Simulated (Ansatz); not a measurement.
The first iterations of a band of CH$_{8}$BNO (12 atoms, charge 0, multiplicity 1).

These are results of RKS B3LYP-D4/6-31G* in Ansatz, not measurements.

* movable images: 3
* climbing image: yes
* spring: 5.0 eV/Å²
* optimiser: quadratic models (default)
* start path: through a guess of the saddle point
* force threshold: 0.03 eV/Å
* iteration limit: 60
* end points: relaxed

Image 0:

```xyz
12
Properties=species:S:1:pos:R:3
B 0.254 0.183 0.347
O -0.972 -0.211 0.987
H -1.662 -0.347 0.326
H 1.254 -0.261 0.880
H 0.271 0.157 -0.872
N 0.411 1.848 0.687
H 1.321 2.167 0.352
C -0.681 2.684 0.141
H -1.620 2.270 0.510
H -0.590 3.733 0.440
H -0.660 2.604 -0.948
H 0.426 1.920 1.705
```

Image 4:

```xyz
12
Properties=species:S:1:pos:R:3
B 1.058 0.556 -0.422
O -1.452 0.723 2.357
H -2.195 0.197 2.027
H 1.988 -0.027 0.052
H 0.531 0.207 -1.439
N 0.553 1.668 0.249
H 1.016 1.989 1.094
C -0.536 2.545 -0.176
H -0.966 2.148 -1.099
H -1.313 2.587 0.594
H -0.173 3.561 -0.372
H -0.757 0.593 1.690
```

| iteration | highest image above the first end (eV) | largest band force component (eV/Å) |
| --- | --- | --- |
| 1 | 18.905 | 38.877 |
| 2 | 4.503 | 8.318 |
| 3 | 2.138 | 5.079 |
| 4 | 1.508 | 2.890 |
| 5 | 1.237 | 1.838 |

Task: Does the band converge within its limit, and where does its top end?

Result: The forces met the threshold. It ended after 17 iterations with the highest image 1.142 eV above the first end. Another band between the same ends (9 images) ends at a top of the same energy, where a vibrational analysis finds 1 clearly imaginary mode. So few images can step over the top or miss a turn of the path. The orbitals stay closed-shell, which can raise the energy where a bond breaks towards radicals; this wasn't checked here.

The run took 2.6 min on 1 thread of Arm Neoverse V1, on a shared host, peak memory 0.15 GiB.
